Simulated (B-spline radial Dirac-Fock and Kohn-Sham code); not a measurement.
K-line shifts caused by a second vacancy in Cd²⁰⁺

System: cadmium as Cd²⁰⁺ in the configuration [Ar] 3d10.

The computed values come from a radial atomic solver: Dirac-Fock (average of configuration) total-energy differences with a finite nucleus, the Breit interaction including its frequency dependence, and self-energy and vacuum-polarisation corrections. Each two-hole energy is an average over J within one jj subconfiguration, not an observable level; in light atoms, where LS coupling holds, the j-resolved values are not observed lines, and for a K spectator the Kα1 hypersatellite is nearly forbidden. The model has no electron correlation.

Lines without a spectator: Kα2 (K-L2) 22996.1 eV, Kα1 (K-L3) 23186.6 eV, Kβ3 (K-M2) 26106.0 eV, Kβ1 (K-M3) 26142.1 eV. Shifts in eV with one spectator hole (a dash: not computed, or left out as unreliable):

```
spectator hole     Kα2     Kα1     Kβ3     Kβ1
        K (1s)  +549.6  +565.7  +703.3  +706.9
    L2 (2p1/2)   +61.3   +76.9       –  +165.2
    L3 (2p3/2)   +60.8   +60.8  +147.8       –
    M2 (3p1/2)       –  +10.16  +24.55  +28.97
    M3 (3p3/2)   +7.90       –  +25.43  +24.95
    M4 (3d3/2)   +2.50   -0.04       –       –
    M5 (3d5/2)   -0.59   +1.40       –       –
```

With n spectator holes in 2p, averaged over the 2p shell (energies in eV):

```csv
n,KαLⁿ,step,hypersatellite KαʰLⁿ
0,23123.1,–,23683.4
1,23188.2,+65.1,23750.1
2,23254.7,+66.5,23818.0
3,23322.5,+67.8,23887.4
4,23391.7,+69.2,23958.1
5,23462.3,+70.6,24030.1
```
